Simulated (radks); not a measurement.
The numbers below are computed, except where a source is named.
The rhenium ion Re+, configuration [Xe] 4f14 5d5 6s1. Level of theory: Dirac Kohn-Sham, PBEsol, spin-unpolarised, spherical densities, finite nucleus; open shells fill j = l - 1/2 first; Fermi nuclear charge, rms radius 5.3698 fm (a radial shooting solver on a logarithmic mesh with Libxc functionals).

Spin-orbit splittings of the eigenvalues, e(l+1/2) - e(l-1/2), with zeta = 2 splitting/(2l+1) and mean radii in bohr:

shell,occ.,splitting (eV),zeta (eV),<r> j=l-1/2,<r> j=l+1/2
2p,6,1439,959.2,0.06247,0.07055
3p,6,312.4,208.3,0.1870,0.2019
3d,10,67.84,27.14,0.1765,0.1811
4p,6,72.98,48.65,0.4451,0.4786
4d,10,13.49,5.394,0.4935,0.5049
4f,14,2.512,0.7178,0.5764,0.5853
5p,6,10.98,7.320,1.138,1.241
5d,5,0.9193,0.3677,1.822,1.892
